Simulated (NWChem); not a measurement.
# CHFO3Si; SMILES O=C1O[SiH](F)O1

```xyz
7

O     -0.3554    -2.3812     0.0000
C     -0.0885    -1.2229     0.0000
O      0.1121    -0.3823     1.1018
Si     0.4241     0.8881     0.0000
F     -0.6807     2.0636     0.0000
O      0.1121    -0.3823    -1.1018
H      1.7700     1.4990     0.0000
```
Atoms are numbered in this order, from 1.

Computed with NWChem. Pople sets run with spherical d functions. All runs use the structure optimised with PBE-D3(BJ)/def2-SVP.

Task: Estimate the computed values for OLYP/6-31G*. Quantities: highest occupied level (eV); orbital gap (eV); dipole (D).

Result: 
| Quantity | Value |
|---|---|
| highest occupied level (eV) | -7.24 |
| orbital gap (eV) | 6.25 |
| dipole (D) | 3.57 |
